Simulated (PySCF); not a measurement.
Here is a computed PBE0-D3(BJ)/def2-SVP geometry (Å):
```
atom  x, y, z in Å
C1    -3.5714    0.2101    1.6528
O2    -2.6515   -0.1204    0.6623
C3    -1.3388    0.2256    0.9821
C4    -0.4094   -0.1429   -0.1732
C5    -0.8082    0.6392   -1.4216
C6    -0.4718   -1.6474   -0.4216
O7     0.8559    0.2618    0.3202
C8     2.0027    0.0725   -0.4871
C9     2.6389    1.4273   -0.7485
C10    2.9465   -0.8854    0.2207
H11   -3.3535   -0.3041    2.6101
H12   -3.5918    1.3001    1.8524
H13   -4.5680   -0.1006    1.3086
H14   -0.9914   -0.3009    1.8942
H15   -1.2429    1.3131    1.1766
H16   -0.1765    0.3797   -2.2844
H17   -1.8528    0.4180   -1.6806
H18   -0.7169    1.7197   -1.2346
H19    0.1661   -1.9475   -1.2665
H20   -1.5054   -1.9432   -0.6480
H21   -0.1427   -2.1925    0.4758
H22    1.7142   -0.3719   -1.4572
H23    1.9440    2.0853   -1.2901
H24    3.5606    1.3295   -1.3422
H25    2.8902    1.9123    0.2075
H26    3.2124   -0.4840    1.2109
H27    3.8730   -1.0336   -0.3550
H28    2.4691   -1.8648    0.3687
```

Charge 0, singlet.

Read off the bonds between heavy atoms and their formal orders.

C1–O2 1.39 Å (single); O2–C3 1.39 Å (single); C3–C4 1.53 Å (single); C4–C5 1.53 Å (single); C4–C6 1.53 Å (single); C4–O7 1.42 Å (single); O7–C8 1.42 Å (single); C8–C9 1.52 Å (single); C8–C10 1.52 Å (single). Bonds to hydrogen (Å): C1–H11 1.11; C1–H12 1.11; C1–H13 1.10; C3–H14 1.11; C3–H15 1.11; C5–H16 1.10; C5–H17 1.10; C5–H18 1.10; C6–H19 1.10; C6–H20 1.10; C6–H21 1.10; C8–H22 1.11; C9–H23 1.10; C9–H24 1.10; C9–H25 1.10; C10–H26 1.10; C10–H27 1.10; C10–H28 1.10.

Give the structure as a SMILES string.

`COCC(C)(C)OC(C)C`, C8H18O2.

Describe the place of each heavy atom.

C1: methoxy carbon; O2: ether oxygen; C3: sp3 carbon bound to oxygen; C4: sp3 carbon bound to oxygen; C5/C6: methyl carbon; O7: ether oxygen; C8: sp3 carbon bound to oxygen; C9/C10: methyl carbon.

What is the arrangement about C9?

It has 4 neighbours (C8, H23, H24, H25) and is tetrahedral (angles from 108.0° to 111.4°).

What is the arrangement about O2?

It has 2 neighbours (C1, C3) and is bent (angle 113.6°).
